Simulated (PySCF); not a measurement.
# Silver: highly charged ions in a basis for the neutral atom

Ag(8+) [Kr] 4d3, Ag(9+) [Kr] 4d2. All numbers are calculated (PySCF 2.14, a scalar-relativistic core potential, in cc-pVTZ-PP with ECP28MDF (5s5p4d2f1g, 63 functions)). No spin-orbit coupling, so a gap to NIST mixes the basis error with missing relativistic terms.

Changed run: basis of the neutral atom used for a highly charged ion. This setting is unsound on purpose.

```json
{"species": "Ag(8+)", "method": "UHF", "sound run (hartree)": "not run", "changed run (hartree)": "-128.19032", "converged": "yes"}
{"species": "Ag(8+)", "method": "BP86", "sound run (hartree)": "not run", "changed run (hartree)": "-128.70540", "converged": "yes"}
{"species": "Ag(8+)", "method": "MN15", "sound run (hartree)": "not run", "changed run (hartree)": "-128.31698", "converged": "yes"}
{"species": "Ag(9+)", "method": "UHF", "sound run (hartree)": "not run", "changed run (hartree)": "-122.83520", "converged": "yes"}
{"species": "Ag(9+)", "method": "BP86", "sound run (hartree)": "not run", "changed run (hartree)": "-123.32723", "converged": "yes"}
{"species": "Ag(9+)", "method": "MN15", "sound run (hartree)": "not run", "changed run (hartree)": "-122.95996", "converged": "yes"}
```

Ionisation energy of Ag(8+):

```
method  changed run (eV)    NIST (eV)
   UHF            145.72  145.1 ± 2.2
  BP86            146.35  145.1 ± 2.2
  MN15            145.77  145.1 ± 2.2
```

The contracted functions were made for the neutral atom and can be too rigid for a highly charged ion.
